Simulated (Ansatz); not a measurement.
Ansatz (a program for electronic structure) input (PBE0/def2-TZVP):

Ansatz 0.2 input:
```yaml
crystal:
  periodic: [false, false, false]
  atoms:
    - {symbol: C, position_ang: [-2.09112391, -0.22172854, 0.03744056]}
    - {symbol: Si, position_ang: [-0.28394631, -0.03362998, 0.00547301]}
    - {symbol: Cl, position_ang: [0.52941102, -1.27190814, -1.40645334]}
    - {symbol: Cl, position_ang: [0.24904259, 1.89302189, -0.45553033]}
    - {symbol: Cl, position_ang: [0.50632884, -0.48424078, 1.83922717]}
    - {symbol: H, position_ang: [-2.66997598, -0.00641659, 0.92704267]}
    - {symbol: H, position_ang: [-2.64933367, -0.51923284, -0.84144748]}
basis:
  gaussian:
    orbitals: def2-TZVP
hamiltonian:
  xc: {name: PBE0}
magnetization: {spin_polarized: true, initial_magnetization: 1}
```

Output:

```
Functional definition: PBE0
integrals: 0.14 GiB planned
1340 factors; their error is unknown
mean field: 1.84 GiB planned
mean field evaluation 1: about -46497.9872 eV, gradient 3.1e1 eV
mean field evaluation 2: about -46496.1023 eV, gradient 3.4e1 eV
mean field evaluation 4: about -46502.9620 eV, gradient 2.3e0 eV
mean field evaluation 8: about -46503.1284 eV, gradient 1.8e-1 eV
mean field evaluation 16: about -46503.1285 eV, gradient 2.1e-5 eV
mean field -46503.12850352 eV, -1708.9584515516 hartree, gradient 2.1e-5 eV, S^2 0.754362; 0 other end points of the search recorded, 0 dependent functions left out
reference -46503.12853337 eV, -1708.9584526486 hartree; 37, 36 occupied and 154, 155 virtual orbitals, 1340 factors
Total energy: -46503.12853337 eV, -1708.9584526486 hartree
```

It need not be the lowest isomer of its formula.
